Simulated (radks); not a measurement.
Q: Successive ionisation energies (eV) of one element, from differences of total energies of ions in their ground configurations, starting at charge 0: 6.532, 12.245, 26.585, 46.410, 81.459, 97.639, 114.34, 131.51, 149.11, 167.11, 187.74, 217.95, 268.64, 290.17, 300.23, 335.06, 371.27, 408.83, 447.69, 487.81, 529.16, 571.72. Method: scalar-relativistic Kohn-Sham, PBE, spin-unpolarised, spherical densities, point nucleus; computed with a radial shooting solver on a logarithmic mesh with Libxc functionals. Which element is it?

A: Ytterbium (Z = 70). The first species listed is Yb in [Xe] 4f14 6s2, the last Yb21+ in [Kr] 4d10 4f3.
